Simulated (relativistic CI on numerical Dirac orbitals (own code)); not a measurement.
Radial Dirac CI calculation of Ag⁶⁺: levels, rates and radial parameters.

Command:

```sh
python run_levels.py task.json out
```

Input:

```
atom Ag  Z=47  charge=6  electrons=41
nucleus A=107  rms_radius_fm=4.5454
hamiltonian dirac-coulomb  breit=on  qed=on  c_scale=1
orbitals kli  potential=per-configuration
slater_scale 1
correlation none
mixing on
configurations
  [Kr] 4d5
  [Kr] 4d4 5s
  [Kr] 4d4 4f
  [Ar] 3d10 4s2 4p5 4d6
  [Kr] 4d4 5p
  [Kr] 4d3 4f2
  [Kr] 4d4 5d
  [Ar] 3d10 4s2 4p4 4d7
  [Kr] 4d4 6s
  [Kr] 4d3 5s2
  [Ar] 3d10 4s 4p6 4d6
  [Kr] 4d4 6p
  [Ar] 3d10 4s2 4p5 4d5 4f
  [Kr] 4d4 5f
  [Kr] 4d3 5s 5p
  [Kr] 4d4 6d
  [Kr] 4d4 5g
  [Kr] 4d4 7s
  [Kr] 4d4 7p
  [Kr] 4d4 6f
end
```

Hardware: one thread of Neoverse-V2, on a shared host. Rates were computed among at most 60 levels.

Question: How large is the problem, and how long does it take?

Answer: 7012 determinants at the lowest M give 7012 levels; 185 SCF iterations in all; about 8.1 s of CPU and 0.3 GiB at the peak.
